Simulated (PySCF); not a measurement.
Level of theory: core-valence-separated Tamm–Dancoff BHandHLYP/aug-pcX-1 (pcseg-1 on H, def2-SVPD on Si, def2-SVPD on Ge) in PySCF, non-relativistic, gas phase, PBE0-D3(BJ)/def2-SVP geometry. BHandHLYP without relativity tends to put these K edges a few eV too low, so spacings mean more than positions.

Main lines of an unknown, eV (oscillator strength): C K: 282.2 (0.038), 282.2 (0.079), 282.6 (0.114), 282.7 (0.044), 282.8 (0.047). Listed: the first five lines at most of each edge with a tenth or more of its strongest line's intensity; roots within 0.03 eV on the same or equivalent atoms are summed. Only the lowest roots were sought, and the top ones are left out.

Question: Which candidate gives them?
A. `C=CC[SiH2]C#[C][GeH3]`
B. `C=C[SiH2]C#[C][GeH2][CH3]`

Answer: B. 

- `C=C[SiH2]C#[C][GeH2][CH3]`: C K: 282.2 (0.038), 282.2 (0.079), 282.6 (0.114), 282.7 (0.044), 282.8 (0.047). First C line listed at 282.2 eV, hole on the alkene CH carbon (1s→π*).
- `C=CC[SiH2]C#[C][GeH3]`: C K: 282.6 (0.111), 282.6 (0.056), 282.8 (0.046), 282.8 (0.046), 282.8 (0.065). First C line listed at 282.6 eV, hole on the alkyne carbon (1s→π*).

One conformer each; other structures than these candidates weren't tested.

The values belong to the conformer `[CH2:1]=[CH:2][SiH2:3][C:4]#[C:5][GeH2:6][CH3:7]`: C1–C2–Si3–C4 -1°.
